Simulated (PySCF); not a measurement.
PySCF job for (3S)-3-fluoro-2-methylbut-1-ene (C5H9F), SMILES F[C@H](C(=C)C)C, ωB97X-D3(BJ)/def2-SVP. Coordinates come from a ωB97X-D3(BJ)/def2-SVP optimisation. Other conformers were not sampled.

```python
import numpy as np
from pyscf import gto, scf, dft, df
from pyscf.hessian import thermo

mol = gto.M(
    atom='''
    C    -1.37160115   -1.01498955    0.64943087
    C    -0.75171786   -0.14425677   -0.15044378
    C    -1.28158995    0.26013769   -1.50311671
    C     0.54880648    0.50993865    0.26701191
    C     1.72263378    0.14403978   -0.62947021
    F     0.87338785    0.15121160    1.56593953
    H    -0.95394898   -1.27735961    1.62393377
    H    -2.31502608   -1.48154689    0.34935050
    H    -0.63932544   -0.11667196   -2.31644336
    H    -1.31957640    1.35839492   -1.60290172
    H    -2.29507597   -0.13455045   -1.66234853
    H     0.40502210    1.60773288    0.26409724
    H     2.64449246    0.60281376   -0.24229796
    H     1.56328479    0.50026156   -1.65792561
    H     1.85047493   -0.94919749   -0.64939275
    ''',
    basis='def2-SVP',
    charge=0,
    spin=0,
    max_memory=1600,
    verbose=3,
)
mf = dft.RKS(mol, xc='wb97x-d3bj').density_fit(auxbasis='def2-universal-jkfit')
mf.grids.level = 3
mf.conv_tol = 1e-11
mf.max_cycle = 100
mf.kernel()

# [left out here: the lines that compute and print the analytic Hessian (its translational invariance restored by hand, since the grid's response is missing), thermochemistry and intensities]
```

Log of the run:

```
converged SCF energy = -295.674055820858

WARN: DFTD3 does not support analytical Hessian, using finite difference


WARN: Mole.unit (angstrom) is changed to Bohr

Mode                                 0                   1                   2
Irrep
Freq [cm^-1]                       66.7185            167.4529            225.3765
Reduced mass [au]                   2.7993              1.0967              1.3027
Force const [Dyne/A]                0.0073              0.0181              0.0390
Char temp [K]                      95.9930            240.9275            324.2666
Normal mode                   x     y     z       x     y     z       x     y     z
       0   C                 0.07 -0.08 -0.05   -0.03  0.05  0.03    0.03 -0.04 -0.01
       1   C                 0.01 -0.00 -0.01    0.00 -0.00 -0.01   -0.01  0.03  0.03
       2   C                -0.07  0.09  0.04   -0.01 -0.02 -0.01    0.05 -0.01 -0.00
       3   C                 0.01 -0.00 -0.03    0.01 -0.01 -0.01   -0.01  0.03  0.02
       4   C                 0.02 -0.11  0.03    0.02  0.01  0.00   -0.08 -0.04 -0.04
       5   F                -0.03  0.09  0.01    0.00 -0.03 -0.01    0.00  0.04  0.02
       6   H                 0.12 -0.13 -0.09   -0.05  0.10  0.05    0.03 -0.04 -0.01
       7   H                 0.08 -0.10 -0.05   -0.03  0.06  0.04    0.08 -0.10 -0.05
       8   H                -0.04  0.25 -0.02    0.26  0.43  0.00    0.09 -0.04  0.04
       9   H                -0.19  0.09  0.17   -0.52 -0.02  0.19    0.07 -0.01 -0.04
      10   H                -0.03 -0.01  0.02    0.19 -0.47 -0.19    0.05 -0.00 -0.04
      11   H                 0.04  0.00 -0.11    0.01 -0.00  0.00    0.03  0.03  0.01
      12   H                 0.02 -0.09 -0.00    0.03 -0.07  0.09    0.04 -0.45  0.17
      13   H                 0.05 -0.22 -0.01    0.09  0.11  0.03    0.08  0.36  0.08
      14   H                 0.00 -0.12  0.15   -0.02  0.00 -0.09   -0.40 -0.07 -0.41
Mode                                 3                   4                   5
Irrep
Freq [cm^-1]                      269.3668            313.6240            380.4311
Reduced mass [au]                   1.9430              2.8183              3.2069
Force const [Dyne/A]                0.0831              0.1633              0.2735
Char temp [K]                     387.5588            451.2351            547.3557
Normal mode                   x     y     z       x     y     z       x     y     z
       0   C                 0.05  0.04  0.03    0.13  0.04  0.00   -0.07 -0.01 -0.10
       1   C                 0.01  0.00 -0.04    0.00  0.12 -0.01   -0.03  0.06  0.01
       2   C                -0.11 -0.02  0.00   -0.02 -0.04 -0.04   -0.09 -0.06 -0.02
       3   C                 0.02 -0.01 -0.04    0.00  0.08  0.03    0.01  0.04  0.03
       4   C                 0.11  0.02  0.05   -0.06 -0.03  0.01    0.01 -0.01  0.07
       5   F                -0.06 -0.03 -0.02   -0.04 -0.08  0.01    0.12  0.01  0.01
       6   H                 0.11  0.06  0.01    0.18  0.08 -0.01   -0.15 -0.11 -0.09
       7   H                 0.02  0.05  0.11    0.18 -0.09  0.02   -0.04  0.01 -0.23
       8   H                -0.24 -0.13 -0.05    0.01 -0.08 -0.00   -0.12 -0.13 -0.01
       9   H                -0.01 -0.02 -0.06   -0.11 -0.05 -0.17   -0.15 -0.07 -0.15
      10   H                -0.17  0.07  0.16    0.01 -0.14 -0.00   -0.07 -0.13  0.09
      11   H                 0.03 -0.01 -0.03    0.10  0.09  0.12    0.03  0.04  0.06
      12   H                 0.09 -0.15  0.29   -0.01  0.00 -0.14    0.01 -0.05  0.13
      13   H                 0.30  0.25  0.10   -0.14 -0.19 -0.03    0.10 -0.02  0.05
      14   H                 0.01  0.01 -0.15   -0.09 -0.04  0.18   -0.04 -0.01  0.10
Mode                                 6                   7                   8
Irrep
Freq [cm^-1]                      431.9348            516.2133            584.1668
Reduced mass [au]                   2.5927              3.1713              2.3224
Force const [Dyne/A]                0.2850              0.4979              0.4669
Char temp [K]                     621.4580            742.7160            840.4860
Normal mode                   x     y     z       x     y     z       x     y     z
       0   C                -0.02  0.03 -0.06    0.04  0.04  0.02    0.01 -0.03  0.02
       1   C                 0.08 -0.00 -0.02    0.02 -0.08 -0.12   -0.13  0.08  0.02
       2   C                -0.04 -0.04  0.02   -0.04  0.03 -0.10   -0.03  0.03 -0.07
       3   C                 0.08 -0.03  0.04   -0.03 -0.04  0.04    0.02 -0.09  0.00
       4   C                 0.01  0.00 -0.09   -0.06 -0.00  0.04    0.05 -0.00 -0.04
       5   F                -0.06  0.02  0.10    0.07  0.01  0.06    0.02  0.02  0.06
       6   H                -0.12 -0.03 -0.03    0.12  0.24  0.04    0.25 -0.12 -0.10
       7   H                -0.03  0.13 -0.15    0.02 -0.03  0.19   -0.04 -0.05  0.19
[...]
      11   H                -0.07  0.01 -0.02   -0.10 -0.01 -0.16    0.04  0.02  0.02
      12   H                 0.01 -0.24  0.27   -0.23  0.48  0.04    0.00  0.00  0.00
      13   H                -0.25 -0.20 -0.05    0.18 -0.31 -0.11   -0.00 -0.00  0.00
      14   H                 0.20  0.04 -0.08   -0.46 -0.05 -0.43   -0.01  0.00 -0.00
Mode                                30                  31                  32
Irrep
Freq [cm^-1]                     3054.8901           3060.1232           3077.2348
Reduced mass [au]                   1.0803              1.0445              1.0372
Force const [Dyne/A]                5.9401              5.7631              5.7869
Char temp [K]                    4395.3067           4402.8360           4427.4557
Normal mode                   x     y     z       x     y     z       x     y     z
       0   C                -0.00 -0.00 -0.00   -0.00 -0.00  0.00    0.00  0.00  0.00
       1   C                 0.00 -0.00  0.00   -0.00  0.00 -0.00   -0.00 -0.00 -0.00
       2   C                -0.00  0.01 -0.02    0.01 -0.02  0.04   -0.00  0.00 -0.00
       3   C                 0.01 -0.08 -0.00    0.00 -0.03 -0.00   -0.00  0.01  0.00
       4   C                 0.00  0.00 -0.00    0.00  0.00 -0.00    0.04 -0.02 -0.03
       5   F                 0.00  0.00  0.00    0.00  0.00  0.00   -0.00  0.00 -0.00
       6   H                -0.00  0.00 -0.00   -0.00  0.00 -0.01    0.00 -0.00  0.00
       7   H                 0.01  0.00  0.00    0.01  0.00  0.00   -0.00 -0.00 -0.00
       8   H                -0.11  0.07  0.14    0.33 -0.20 -0.40   -0.01  0.01  0.01
       9   H                 0.01 -0.24  0.02   -0.02  0.61 -0.05    0.00 -0.05  0.00
      10   H                 0.13  0.05  0.02   -0.37 -0.15 -0.05    0.03  0.01  0.00
      11   H                -0.11  0.89  0.01   -0.04  0.32  0.00    0.01 -0.06 -0.00
      12   H                -0.04 -0.02 -0.02   -0.04 -0.02 -0.02   -0.46 -0.23 -0.20
      13   H                 0.01 -0.01  0.04    0.01 -0.02  0.06    0.08 -0.17  0.50
      14   H                 0.00 -0.02  0.00   -0.00  0.02  0.00   -0.06  0.60  0.01
Mode                                33                  34                  35
Irrep
Freq [cm^-1]                     3138.1173           3176.1919           3179.4156
Reduced mass [au]                   1.1027              1.1014              1.0795
Force const [Dyne/A]                6.3979              6.5463              6.4296
Char temp [K]                    4515.0521           4569.8329           4574.4712
Normal mode                   x     y     z       x     y     z       x     y     z
       0   C                -0.00 -0.00  0.00    0.01  0.01 -0.01    0.03  0.04 -0.02
       1   C                 0.00  0.00  0.00   -0.00 -0.00  0.00   -0.00 -0.00  0.00
       2   C                -0.03  0.07  0.04   -0.07 -0.04  0.01    0.01  0.01  0.00
       3   C                -0.00  0.00  0.00   -0.00  0.00  0.00    0.00 -0.00 -0.00
       4   C                -0.00  0.00 -0.00   -0.00  0.02 -0.01   -0.02 -0.05 -0.00
       5   F                 0.00 -0.00  0.00   -0.00 -0.00  0.00   -0.00 -0.00  0.00
       6   H                -0.00  0.00 -0.00    0.06 -0.03  0.14    0.18 -0.10  0.40
       7   H                 0.00  0.00  0.00   -0.19 -0.09 -0.06   -0.52 -0.26 -0.17
       8   H                 0.41 -0.23 -0.51    0.15 -0.10 -0.20   -0.01  0.01  0.02
       9   H                 0.02 -0.64  0.06   -0.02  0.26 -0.02    0.00 -0.04  0.00
      10   H                -0.04 -0.00  0.00    0.73  0.29  0.11   -0.11 -0.04 -0.02
      11   H                 0.00 -0.02 -0.00    0.00 -0.01  0.00   -0.01  0.04  0.00
      12   H                 0.03  0.01  0.01    0.02  0.01  0.01    0.29  0.14  0.13
      13   H                 0.00 -0.01  0.03    0.03 -0.06  0.17   -0.02  0.04 -0.12
      14   H                 0.00 -0.03 -0.00    0.02 -0.14 -0.00   -0.05  0.43  0.01
Mode                                36                  37                  38
Irrep
Freq [cm^-1]                     3179.6638           3183.2142           3286.6744
Reduced mass [au]                   1.0924              1.1047              1.1172
Force const [Dyne/A]                6.5075              6.5949              7.1106
Char temp [K]                    4574.8283           4579.9365           4728.7927
Normal mode                   x     y     z       x     y     z       x     y     z
       0   C                 0.02  0.02 -0.02    0.00  0.00 -0.00    0.06  0.00  0.07
       1   C                -0.00 -0.00  0.00    0.00  0.00 -0.00    0.00  0.00 -0.00
       2   C                 0.02  0.01 -0.00    0.02  0.01 -0.00    0.00  0.00 -0.00
       3   C                -0.00  0.00 -0.00   -0.00  0.00 -0.00   -0.00 -0.00  0.00
       4   C                 0.03  0.06  0.01   -0.04  0.02 -0.07    0.00 -0.00  0.00
       5   F                -0.00 -0.00  0.00    0.00 -0.00  0.00    0.00  0.00 -0.00
       6   H                 0.13 -0.07  0.29    0.00 -0.00  0.00   -0.29  0.18 -0.68
       7   H                -0.37 -0.18 -0.12   -0.01 -0.00 -0.00   -0.48 -0.24 -0.15
       8   H                -0.05  0.03  0.06   -0.06  0.04  0.08   -0.00  0.00  0.00
       9   H                 0.01 -0.07  0.00    0.00 -0.04  0.00   -0.00 -0.00  0.00
      10   H                -0.21 -0.08 -0.03   -0.16 -0.06 -0.02   -0.01 -0.00 -0.00
      11   H                 0.01 -0.04 -0.00    0.00 -0.02  0.00   -0.00  0.00 -0.00
      12   H                -0.42 -0.21 -0.18    0.40  0.21  0.16   -0.00 -0.00 -0.00
      13   H                 0.02 -0.02  0.08    0.11 -0.24  0.71   -0.00  0.00 -0.00
      14   H                 0.06 -0.53 -0.01    0.02 -0.22 -0.01   -0.00  0.00  0.00
temperature 298.1500 [K]
pressure 101325.00 [Pa]
Rotational constants [GHz] 4.70415 3.03625 2.09042
Symmetry number 1
Zero-point energy (ZPE) 0.13010 [Eh]   341582.694 [J/mol]
                           tot       elec      trans        rot        vib
Entropy [J/mol/K]       343.059      0.000    164.604    112.042     66.413
Cv [J/mol/K]            106.217      0.000     12.472     12.472     81.274
Cp [J/mol/K]            114.532      0.000     20.786     12.472     81.274
Internal energy [J/mol]                      3718.434   3718.434 352878.539
Internal energy [Eh]   -295.53682  -295.67406
Enthalpy [J/mol]                             6197.391   3718.434 352878.539
Enthalpy [Eh]          -295.53587
Gibbs free energy [J/mol]                  -42879.154 -29687.013 333077.522
Gibbs free energy [Eh] -295.57483
mode   freq/cm-1   IR/(km/mol)
   1       66.72         0.485
   2      167.45         0.617
   3      225.38         0.485
   4      269.37         0.904
   5      313.62         0.492
   6      380.43         1.650
   7      431.93         1.647
   8      516.21         8.949
   9      584.17         9.883
  10      736.62         0.190
  11      808.05         0.746
  12      932.44         8.511
  13      957.07        36.992
  14      965.71         3.591
  15     1009.77         8.374
  16     1042.29         1.903
  17     1090.10         8.612
  18     1143.90        10.130
  19     1167.76        63.470
  20     1281.02         4.688
  21     1358.92         2.936
  22     1389.84        12.726
  23     1410.69        22.118
  24     1419.34         5.677
  25     1431.32         3.905
  26     1463.45        13.780
  27     1469.59        10.396
  28     1477.91         6.571
  29     1482.39         1.826
  30     1779.17        10.463
  31     3054.89        24.643
  32     3060.12        29.211
  33     3077.23         9.543
  34     3138.12        14.846
  35     3176.19         7.773
  36     3179.42         2.784
  37     3179.66        22.014
  38     3183.21        10.093
  39     3286.67         2.138
max |gradient| / (hartree/bohr): 8.508585253392822e-05
APT charges: [-0.1654  0.0436  0.0165  0.5956 -0.0269 -0.5083  0.0682  0.0326 -0.0028
 -0.0064  0.0039 -0.0693 -0.0034  0.0141  0.008 ]
```

The calculation finished and met its thresholds.

Cost: very roughly 5 core-minutes.
